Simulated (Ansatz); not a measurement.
Relaxation of AlH5OSeSi (9 atoms, charge 0, multiplicity 1), to a largest force component of 0.015 eV/Å in at most 40 steps.

Method: Ansatz, RKS r2SCAN-D4/def2-mTZVP.

```xyz
9
Properties=species:S:1:pos:R:3:forces:R:3
O 0.217 2.107 -0.910 -3.21 -0.61 0.77
Al 0.146 1.176 0.632 0.22 1.71 -0.91
Si 0.252 -1.173 0.531 1.58 -0.09 -0.02
Se 0.504 -1.824 -1.636 -1.68 0.56 -0.50
H -0.783 2.212 -1.200 2.88 -0.05 0.45
H 0.029 1.939 2.040 0.03 0.03 -0.17
H -0.893 -1.754 1.159 -0.94 -0.73 0.58
H 1.515 -1.611 1.272 -0.49 -0.01 -0.25
H -0.898 -1.119 -1.904 1.61 -0.80 0.06
```

Problem. Where does it end, and by what steps?

Solution. The run converged. After 27 steps the energy has fallen by 0.859 eV; H5 moved furthest, 1.19 Å.

```json
{"step": "0", "energy less start (eV)": "0.0000", "largest force component (eV/Å)": "3.209", "accepted": "yes"}
{"step": "1", "energy less start (eV)": "-0.4521", "largest force component (eV/Å)": "1.524", "accepted": "yes"}
{"step": "2", "energy less start (eV)": "-0.5390", "largest force component (eV/Å)": "0.621", "accepted": "yes"}
{"step": "3", "energy less start (eV)": "-0.6321", "largest force component (eV/Å)": "0.335", "accepted": "yes"}
{"step": "4", "energy less start (eV)": "-0.6445", "largest force component (eV/Å)": "0.402", "accepted": "yes"}
{"step": "5", "energy less start (eV)": "-0.6780", "largest force component (eV/Å)": "0.250", "accepted": "yes"}
{"step": "6", "energy less start (eV)": "-0.6670", "largest force component (eV/Å)": "2.366", "accepted": "no"}
{"step": "7", "energy less start (eV)": "-0.7128", "largest force component (eV/Å)": "0.515", "accepted": "yes"}
{"step": "8", "energy less start (eV)": "-0.7489", "largest force component (eV/Å)": "0.491", "accepted": "yes"}
{"step": "9", "energy less start (eV)": "-0.7954", "largest force component (eV/Å)": "0.390", "accepted": "yes"}
{"step": "10", "energy less start (eV)": "-0.8198", "largest force component (eV/Å)": "0.246", "accepted": "yes"}
{"step": "11", "energy less start (eV)": "-0.7858", "largest force component (eV/Å)": "0.590", "accepted": "no"}
{"step": "12", "energy less start (eV)": "-0.8253", "largest force component (eV/Å)": "0.181", "accepted": "yes"}
{"step": "13", "energy less start (eV)": "-0.8310", "largest force component (eV/Å)": "0.049", "accepted": "yes"}
{"step": "14", "energy less start (eV)": "-0.8364", "largest force component (eV/Å)": "0.142", "accepted": "yes"}
{"step": "15", "energy less start (eV)": "-0.8358", "largest force component (eV/Å)": "0.459", "accepted": "no"}
{"step": "16", "energy less start (eV)": "-0.8451", "largest force component (eV/Å)": "0.101", "accepted": "yes"}
{"step": "17", "energy less start (eV)": "-0.8498", "largest force component (eV/Å)": "0.137", "accepted": "yes"}
{"step": "18", "energy less start (eV)": "-0.8508", "largest force component (eV/Å)": "0.323", "accepted": "yes"}
{"step": "19", "energy less start (eV)": "-0.8538", "largest force component (eV/Å)": "0.244", "accepted": "yes"}
{"step": "20", "energy less start (eV)": "-0.8538", "largest force component (eV/Å)": "0.232", "accepted": "yes"}
{"step": "21", "energy less start (eV)": "-0.8571", "largest force component (eV/Å)": "0.075", "accepted": "yes"}
{"step": "22", "energy less start (eV)": "-0.8571", "largest force component (eV/Å)": "0.073", "accepted": "yes"}
{"step": "23", "energy less start (eV)": "-0.8562", "largest force component (eV/Å)": "0.111", "accepted": "no"}
{"step": "24", "energy less start (eV)": "-0.8583", "largest force component (eV/Å)": "0.031", "accepted": "yes"}
{"step": "25", "energy less start (eV)": "-0.8586", "largest force component (eV/Å)": "0.028", "accepted": "yes"}
{"step": "26", "energy less start (eV)": "-0.8587", "largest force component (eV/Å)": "0.024", "accepted": "yes"}
{"step": "27", "energy less start (eV)": "-0.8589", "largest force component (eV/Å)": "0.013", "accepted": "yes"}
```

```xyz
9
Properties=species:S:1:pos:R:3
O 0.027 2.137 -0.680
Al -0.044 1.300 0.803
Si 0.267 -1.120 0.564
Se 0.143 -1.585 -1.706
H 0.219 1.636 -1.484
H -0.307 2.166 2.101
H -0.659 -2.003 1.334
H 1.651 -1.570 0.898
H -1.210 -1.007 -1.847
```

Whether the end is a true minimum wasn't checked by a vibrational analysis.

The run took 2.5 min on 2 threads of Arm Neoverse V1, with other jobs on the host, peak memory 0.2 GiB.
